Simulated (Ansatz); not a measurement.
Ansatz (an electronic-structure program) input file for CH₄AlO, SMILES [CH3][Al+][OH], charge +1, PBE/def2-SVPD. Coordinates come from a TPSSh-D3(BJ)/def2-TZVP optimisation. The multiplicity is an assumed one; other spin states were not compared. The isomer is the one that the SMILES or the coordinates give; other isomers of the formula were not compared. One conformer was computed; it need not be the lowest.

Ansatz 0.2 input:
```yaml
crystal:
  periodic: [false, false, false]
  atoms:
    - {symbol: Al, position_ang: [0.00000000, 0.00000000, 0.09400566]}
    - {symbol: C, position_ang: [0.00000000, -0.00000000, -1.81884820]}
    - {symbol: H, position_ang: [-0.89344063, -0.51582819, -2.17972898]}
    - {symbol: H, position_ang: [0.89344062, -0.51582819, -2.17972899]}
    - {symbol: H, position_ang: [-0.00000001, 1.03165637, -2.17972898]}
    - {symbol: O, position_ang: [-0.00000000, -0.00000000, 1.69704233]}
    - {symbol: H, position_ang: [0.00000001, -0.00000000, 2.65386392]}
basis:
  gaussian:
    orbitals: def2-SVPD
hamiltonian:
  xc: {name: PBE}
total_charge: 1
```

Log of the run:

```
WARN ansatz: RAYON_NUM_THREADS=1 ignored (pool sized by the plan → 1); use --threads N
Functional definition: PBE
integrals: 0.03 GiB planned
839 factors; their error is unknown
mean field: 0.24 GiB planned
mean field evaluation 1: about -9699.0868 eV, gradient 1.2e2 eV
mean field evaluation 2: about -9583.2166 eV, gradient 2.1e2 eV
mean field evaluation 4: about -9725.6775 eV, gradient 3.2e1 eV
mean field evaluation 8: about -9728.3623 eV, gradient 1.5e-1 eV
mean field evaluation 16: about -9728.3110 eV, gradient 9.4e-5 eV
mean field -9728.31100855 eV, -357.5088354781 hartree, gradient 1.9e-5 eV, S^2 0.000000; 0 other end points of the search recorded, 0 dependent functions left out
reference -9728.31105496 eV, -357.5088371839 hartree; 15, 15 occupied and 84, 84 virtual orbitals, 839 factors
Total energy: -9728.31105496 eV, -357.5088371839 hartree
```

The calculation finished and met its thresholds.
